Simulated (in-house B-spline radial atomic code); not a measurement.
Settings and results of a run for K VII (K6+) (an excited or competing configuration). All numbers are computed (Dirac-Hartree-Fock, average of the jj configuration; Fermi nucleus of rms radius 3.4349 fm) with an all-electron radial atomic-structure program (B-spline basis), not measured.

In the input, a minus or plus after the letter marks the j = l - 1/2 or j = l + 1/2 subshell.

Command:
```bash
python run_scf.py task.json out
```
Settings (nuclear radius in fm, mass in u):
```
Z                19
configuration    1s2 2s2 2p6 3s2 3p+1
hamiltonian      dirac
method           hf
spin_polarised   False
nucleus          fermi
rms_radius       3.4349
atomic_mass      38.96371
speed_of_light   137.035999084
```

Output (hartree, bohr):
```
 radial grid: 66 intervals, B-splines of order 8, outer radius 10.2985 bohr

 iter        energy (Eh)    residual
    1       -585.3478393    7.35e-01
    2       -589.6531865    1.72e-01
    3       -589.7931020    6.96e-02
    4       -589.8165644    2.84e-02
    5       -589.8211095    4.96e-03
    6       -589.8212773    1.21e-04
    7       -589.8212774    4.50e-06
    8       -589.8212774    4.15e-07
    9       -589.8212774    9.46e-09

 total energy                     -589.821277
 kinetic                            594.57008
 electron-nucleus                 -1352.42653
 electron-electron                  168.03518

 first-order corrections (not in the total)
   Gaunt                            0.17019
   retardation                     -0.01312
   frequency dependence            -0.00020
   self-energy                      0.11367
   Uehling                         -0.00813
   Wichmann-Kroll                   0.00003
   recoil                           0.00682

 orbital      occ     eigenvalue          <r>       <r^2>       <1/r>     <1/r^2>       r_max    small
 1s1/2      2.000     -138.44960     0.080927  0.00880854     18.7288     713.709     0.05304  4.60e-03
 2s1/2      2.000      -18.65211      0.38139    0.171884     3.86232     62.3216      0.3157  7.78e-04
 2p1/2      2.000      -15.63409     0.345336     0.14724     3.74716     19.6462       0.261  7.42e-04
 2p3/2      4.000      -15.54126      0.34737    0.148857     3.71605     19.1166      0.2627  7.37e-04
 3s1/2      2.000       -4.92763      1.11902     1.42164     1.23824     9.34048       1.004  1.73e-04
 3p3/2      1.000       -4.29422      1.16202     1.55031     1.16312     2.95088       1.036  1.60e-04

 Slater integrals (Eh)
   F0(3s1/2,3s1/2)               0.803159
   F0(3s1/2,3p3/2)               0.787888
   G1(3s1/2,3p3/2)               0.532318
   F0(3p3/2,3p3/2)               0.774027
   F2(3p3/2,3p3/2)               0.398980
```

Run time, properties included: 0.57 s on 1 thread of Arm Neoverse V1, on a shared host.

For the Dirac Hamiltonian the kinetic term is c α·p + (β - 1)c².
